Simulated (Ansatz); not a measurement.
Vertical ionisation energy (eV) of eight compounds of closed-shell metals: PBE beside PBE0, computed with Ansatz (a quantum-chemistry and plane-wave program) for isolated molecules in the bases named; differences from unrounded values. The eight are the first of their class met in an unordered collection, after screening for sound electronic states; none was chosen by its value. Functionals give these values as differences of separate SCF runs (ΔSCF), EOM-CCSD as a root; each molecule has one DFT geometry for both levels.

| molecule | basis | PBE0 |
|---|---|---|
| BrFGaH₂N, SMILES [NH2][Ga]([F])[Br] | def2-SVPD | 10.33 |
| Be(Et)(SeH) (C2H6BeSe), SMILES [Be]([CH2]C)[SeH] | def2-SVPD | 9.43 |
| Al(OH)(OMe)(SH) (CH₅AlO₂S), SMILES C[O][Al]([OH])[SH] | def2-SVPD | 9.81 |
| CH₃BrOZn, SMILES C[O][Zn][Br] | def2-SVPD | 9.79 |
| Al(AsH2)(F)(OH) (AlAsFH3O), SMILES [OH][Al]([F])[AsH2] | def2-SVPD | 10.07 |
| Ga(H)(Cl)(Et) (C2H6ClGa), SMILES [CH2](C)[GaH][Cl] | def2-SVPD | 9.87 |
| Ga(H)(Br)(OMe) (CH4BrGaO), SMILES C[O][GaH][Br] | def2-SVPD | 10.20 |
| C₂H₆AlClO, SMILES [O](CC)[AlH][Cl] | def2-SVPD | 10.45 |

### Question
Estimate the PBE values and say how PBE differs from PBE0 over the set. (The exact figures need the calculation; the answer reports its results.)

### Answer

| molecule | PBE | difference |
|---|---|---|
| BrFGaH₂N, SMILES [NH2][Ga]([F])[Br] | 10.02 | -0.31 |
| Be(Et)(SeH) (C2H6BeSe), SMILES [Be]([CH2]C)[SeH] | 9.10 | -0.33 |
| Al(OH)(OMe)(SH) (CH₅AlO₂S), SMILES C[O][Al]([OH])[SH] | 9.38 | -0.43 |
| CH₃BrOZn, SMILES C[O][Zn][Br] | 9.40 | -0.39 |
| Al(AsH2)(F)(OH) (AlAsFH3O), SMILES [OH][Al]([F])[AsH2] | 9.91 | -0.16 |
| Ga(H)(Cl)(Et) (C2H6ClGa), SMILES [CH2](C)[GaH][Cl] | 9.50 | -0.37 |
| Ga(H)(Br)(OMe) (CH4BrGaO), SMILES C[O][GaH][Br] | 9.80 | -0.39 |
| C₂H₆AlClO, SMILES [O](CC)[AlH][Cl] | 9.95 | -0.49 |
PBE lies below PBE0 in 8 and above it in 0 of the eight; the mean signed difference is -0.36 and the largest -0.49 eV.
